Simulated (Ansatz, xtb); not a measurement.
Two isomers of C6H9NO

We compare X, `NC1=CC=C(O)CC1`, a singlet, with Y, `NC1=CC(O)=CCC1`, a singlet. Both are isolated molecules in the gas phase, relaxed with PBE-D3(BJ)/def2-SVP; the shapes shown needn't be the lowest conformers.

X (Å):

```yaml
atoms:
  - { symbol: C, position_ang: [-1.0179, -0.3877, 0.6970] }
  - { symbol: C, position_ang: [-0.6240, 0.8945, 0.9615] }
  - { symbol: C, position_ang: [0.2469, 1.6201, 0.0402] }
  - { symbol: C, position_ang: [0.8927, 0.9723, -0.9684] }
  - { symbol: C, position_ang: [0.7603, -0.5219, -1.1068] }
  - { symbol: C, position_ang: [-0.6095, -1.0138, -0.6226] }
  - { symbol: N, position_ang: [-1.7863, -1.1807, 1.5474] }
  - { symbol: O, position_ang: [1.7545, 1.5378, -1.8666] }
  - { symbol: H, position_ang: [-2.2842, -0.6722, 2.2824] }
  - { symbol: H, position_ang: [-2.3969, -1.8540, 1.0767] }
  - { symbol: H, position_ang: [-0.9715, 1.4048, 1.8740] }
  - { symbol: H, position_ang: [0.3940, 2.7034, 0.1879] }
  - { symbol: H, position_ang: [1.8333, 2.4860, -1.6475] }
  - { symbol: H, position_ang: [0.9354, -0.8166, -2.1607] }
  - { symbol: H, position_ang: [1.5704, -1.0009, -0.5063] }
  - { symbol: H, position_ang: [-0.6060, -2.1200, -0.5390] }
  - { symbol: H, position_ang: [-1.3857, -0.7531, -1.3825] }
```

Y (Å):

| atom | x (Å) | y (Å) | z (Å) |
| --- | --- | --- | --- |
| C | -0.9682 | -0.6341 | -0.4249 |
| C | -0.7257 | 0.4920 | -1.1661 |
| C | 0.2293 | 1.4965 | -0.6978 |
| C | 1.0999 | 1.2363 | 0.3163 |
| C | 1.1277 | -0.1544 | 0.8997 |
| C | -0.2710 | -0.7852 | 0.9124 |
| N | -1.8186 | -1.6522 | -0.7998 |
| O | 0.2405 | 2.7132 | -1.3317 |
| H | -2.1729 | -2.2601 | -0.0610 |
| H | -2.4885 | -1.4637 | -1.5468 |
| H | -1.2425 | 0.6542 | -2.1280 |
| H | -0.5662 | 2.7694 | -1.8747 |
| H | 1.8190 | 2.0037 | 0.6350 |
| H | 1.5322 | -0.1431 | 1.9322 |
| H | 1.8129 | -0.8146 | 0.3099 |
| H | -0.9031 | -0.2782 | 1.6806 |
| H | -0.2163 | -1.8577 | 1.1938 |

Quicker runs give these differences E(Y) − E(X): GFN2-xTB +1.61 kcal/mol; HF/STO-3G +2.73 kcal/mol (at GFN2-xTB geometries); r2SCAN-D4/def2-SVP +1.05 kcal/mol (at GFN2-xTB geometries).

Task: Estimate E(Y) − E(X) at the level CCSD(T)/def2-SVP + ΔMP2/def2-TZVPP.

Result: CCSD(T)/def2-SVP + ΔMP2/def2-TZVPP gives E(Y) − E(X) = +0.88 kcal/mol, slightly favouring structure X, which is too small a margin to settle the true order.

How the difference moves with the method:

```csv
level,geometry,E(Y) − E(X) (kcal/mol),departure from the last row (kcal/mol),"job, with rough time for the two"
GFN2-xTB,GFN2-xTB,+1.61,+0.73,"optimisation, 0.63 s"
HF/STO-3G,GFN2-xTB,+2.73,+1.85,"single point, 2.2 s"
r2SCAN-D4/def2-SVP,GFN2-xTB,+1.05,+0.18,"single point, 14 s"
PBE-D3(BJ)/def2-SVP,PBE-D3(BJ)/def2-SVP,+1.13,+0.25,"optimisation, 92 s"
HF/def2-SVP,PBE-D3(BJ)/def2-SVP,+0.49,−0.38,part of the CCSD(T) run
MP2/def2-SVP,PBE-D3(BJ)/def2-SVP,+1.70,+0.82,part of the CCSD(T) run
CCSD(T)/def2-SVP,PBE-D3(BJ)/def2-SVP,+1.54,+0.67,single point
CCSD(T)/def2-SVP + ΔMP2/def2-TZVPP,PBE-D3(BJ)/def2-SVP,+0.88,,"single point, 6.8 min"
```

As drawn, both hold the same kinds of bond in the same numbers.

The largest departure from CCSD(T)/def2-SVP + ΔMP2/def2-TZVPP is that of HF/STO-3G, 1.85 kcal/mol. The last row adds to CCSD(T) the change of the MP2 difference between the two basis sets, here −0.67 kcal/mol.

With thermal terms from frequencies at re-optimised GFN2-xTB minima (ideal gas, soft modes damped towards free rotors, one conformer each, 298.15 K, 1 atm): the zero-point term adds −0.28 kcal/mol; ΔH is +0.68 and ΔG +0.56 kcal/mol.

The correlated steps freeze 8 core orbitals. Programs: Ansatz 0.2.0, xtb 6.7.1; the last row on 2 threads of Intel(R) Xeon(R) Processor @ 2.50GHz (Skylake/Cascade Lake) on a shared host.
